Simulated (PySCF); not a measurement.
# Computed properties of CH3ClO3Si, SMILES C(=O)[Si](O)(O)Cl

CH3ClO3Si, SMILES O=C[Si](O)(O)Cl. Coordinates come from a B3LYP-D3(BJ)/def2-SVP optimisation. This is a generated structure with no PubChem entry under its InChIKey; it may be hypothetical. Other conformers were not sampled. All values are computed for the isolated molecule unless a solvent is named; none is compared with measurement here.

**Structure.** All 21 harmonic modes at B3LYP-D3(BJ)/def2-SVP (PySCF) are real, so it is a minimum. With heavy atoms numbered as in [O:1]=[CH:2][Si:3]([OH:4])([OH:5])[Cl:6], the shortest bond between them is O1–C2 at 1.215 Å and the longest Si3–Cl6 at 2.071 Å.

**Vibrations.** The strongest infrared lines (harmonic, unscaled, degenerate partners summed) lie at 910 cm⁻¹ (318 km/mol, O 38 %, H 34 %, Si 26 %), 772 cm⁻¹ (213 km/mol, H 60 %, O 29 %), 549 cm⁻¹ (139 km/mol, Si 43 %, Cl 29 %, O 15 %). The softest mode is at 63 cm⁻¹ and the zero-point energy is 30.8 kcal/mol.

**Electronic structure.** CAM-B3LYP/def2-TZVP (PySCF) places the frontier levels at -9.14 and -0.90 eV, a gap of 8.24 eV, and gives a dipole moment of 1.64 D and a mean polarisability of 53.7 bohr³. PBE/def2-TZVP (PySCF) at the same geometry gives -6.17 and -3.29 eV, so its gap is 5.36 eV narrower. An orbital gap is neither the optical nor the fundamental gap.

**Excitations.** TDA-ωB97X/def2-SVPD (PySCF) has S1 at 3.41 eV (364 nm, f = 0.002, weak); the most intense of the 10 singlets computed lies at 8.09 eV (f = 0.09). T1 (TDA) is at 2.70 eV, 0.71 eV under S1. TDA-PBE/def2-SVPD (PySCF) puts S1 at 3.22 eV. No vertical singlet excitation falls in the visible range (under 3.1 eV).

**NMR.** GIAO shifts at HF/pcSseg-1 (PySCF) (non-relativistic, atoms alike by connectivity averaged): ¹³C at 237.8 ppm against TMS; ¹H from 4.1 to 11.0 ppm against TMS; ²⁹Si at -56.7 ppm against TMS. Without spin–orbit terms, shifts of atoms bonded to Cl or Br come out too high.

**Solvation.** SMD-B3LYP/def2-SVP (PySCF) gives -7.3 kcal/mol in water, -6.3 kcal/mol in dichloromethane, -6.9 kcal/mol in 1-octanol (1 M in both phases, gas-phase geometry).
